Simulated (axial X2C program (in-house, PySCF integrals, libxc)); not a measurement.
## Ω levels of HNdH from open-shell CI on f4 s0 d(πδ)0

Calculated with an axial X2C code built on PySCF integrals: two-component X2C with atomic mean-field Coulomb and Gaunt terms, basis H dyall-v3z, Nd dyall-v3z (cores contracted in-house). Orbitals come from Hartree–Fock averaged over the configuration Nd f4 s0 d(πδ)0; CI then distributes these electrons over the f, s, d(πδ) shells of Nd.

H–Nd–H held linear, both bonds 2.330 Å (near the minimum of the configuration average).

Active spinors (ω > 0):

| shell | ω | ε (eV) | character |
| --- | --- | --- | --- |
| f | 5/2 | 7.50 | 100% Nd f |
| f | 3/2 | 7.71 | 100% Nd f |
| f | 7/2 | 7.75 | 100% Nd f |
| f | 1/2 | 7.81 | 100% Nd f |
| f | 5/2 | 7.94 | 100% Nd f |
| f | 3/2 | 8.04 | 100% Nd f |
| f | 1/2 | 8.09 | 99% Nd f |
| s | 1/2 | 0.07 | 72% Nd s, 26% Nd d |
| d(πδ) | 3/2 | 1.94 | 100% Nd d |
| d(πδ) | 5/2 | 1.96 | 100% Nd d |
| d(πδ) | 1/2 | 2.56 | 96% Nd d |
| d(πδ) | 3/2 | 2.57 | 96% Nd d |

Lowest levels of this model:

```json
{"Ω": "0", "energy (cm⁻¹)": "0", "g∥": "0.00", "configuration": "100% f4"}
{"Ω": "1", "energy (cm⁻¹)": "86", "g∥": "1.79", "configuration": "100% f4"}
{"Ω": "2", "energy (cm⁻¹)": "273", "g∥": "3.05", "configuration": "100% f4"}
{"Ω": "3", "energy (cm⁻¹)": "401", "g∥": "3.85", "configuration": "100% f4"}
{"Ω": "4", "energy (cm⁻¹)": "776", "g∥": "5.76", "configuration": "100% f4"}
{"Ω": "0", "energy (cm⁻¹)": "1191", "g∥": "0.00", "configuration": "100% f4"}
{"Ω": "1", "energy (cm⁻¹)": "1208", "g∥": "1.70", "configuration": "100% f4"}
{"Ω": "2", "energy (cm⁻¹)": "1249", "g∥": "3.60", "configuration": "100% f4"}
{"Ω": "3", "energy (cm⁻¹)": "1376", "g∥": "5.66", "configuration": "100% f4"}
{"Ω": "4", "energy (cm⁻¹)": "1684", "g∥": "6.82", "configuration": "100% f4"}
{"Ω": "5", "energy (cm⁻¹)": "1790", "g∥": "9.75", "configuration": "100% f4"}
{"Ω": "0", "energy (cm⁻¹)": "2416", "g∥": "0.00", "configuration": "100% f4"}
{"Ω": "1", "energy (cm⁻¹)": "2421", "g∥": "2.04", "configuration": "100% f4"}
{"Ω": "2", "energy (cm⁻¹)": "2450", "g∥": "4.19", "configuration": "100% f4"}
{"Ω": "3", "energy (cm⁻¹)": "2526", "g∥": "6.38", "configuration": "100% f4"}
{"Ω": "4", "energy (cm⁻¹)": "2694", "g∥": "8.33", "configuration": "100% f4"}
{"Ω": "5", "energy (cm⁻¹)": "2936", "g∥": "10.41", "configuration": "100% f4"}
{"Ω": "6", "energy (cm⁻¹)": "3014", "g∥": "13.45", "configuration": "100% f4"}
{"Ω": "0", "energy (cm⁻¹)": "3705", "g∥": "0.00", "configuration": "100% f4"}
{"Ω": "1", "energy (cm⁻¹)": "3720", "g∥": "2.24", "configuration": "100% f4"}
{"Ω": "2", "energy (cm⁻¹)": "3767", "g∥": "4.54", "configuration": "100% f4"}
{"Ω": "3", "energy (cm⁻¹)": "3842", "g∥": "6.92", "configuration": "100% f4"}
{"Ω": "4", "energy (cm⁻¹)": "3941", "g∥": "9.28", "configuration": "100% f4"}
{"Ω": "5", "energy (cm⁻¹)": "4079", "g∥": "11.44", "configuration": "100% f4"}
{"Ω": "6", "energy (cm⁻¹)": "4275", "g∥": "13.78", "configuration": "100% f4"}
{"Ω": "7", "energy (cm⁻¹)": "4417", "g∥": "16.92", "configuration": "100% f4"}
{"Ω": "0", "energy (cm⁻¹)": "5025", "g∥": "0.00", "configuration": "100% f4"}
{"Ω": "5", "energy (cm⁻¹)": "5434", "g∥": "12.38", "configuration": "100% f4"}
{"Ω": "6", "energy (cm⁻¹)": "5485", "g∥": "14.74", "configuration": "100% f4"}
{"Ω": "7", "energy (cm⁻¹)": "5661", "g∥": "17.04", "configuration": "100% f4"}
```

g∥ is the magnitude of 2⟨Lz + ge Sz⟩ for the +Ω component.

This point took 3.7 s on 1 thread of Arm Neoverse N1, on a shared host.

Dynamic correlation is missing, so gaps between terms are too wide and other configurations may lie lower; the lowest level listed is that of this model, not necessarily the ground state. At most 4 roots were kept for each Ω > 0 (twice that for Ω = 0) within 2.2 eV of the lowest, so higher up levels can be missing between those listed; levels with Ω > 0 are doubly degenerate and listed once, Ω = 0 levels singly. States that fill the shells left empty in the average are placed too high. The molecule was held linear; bending was not examined.
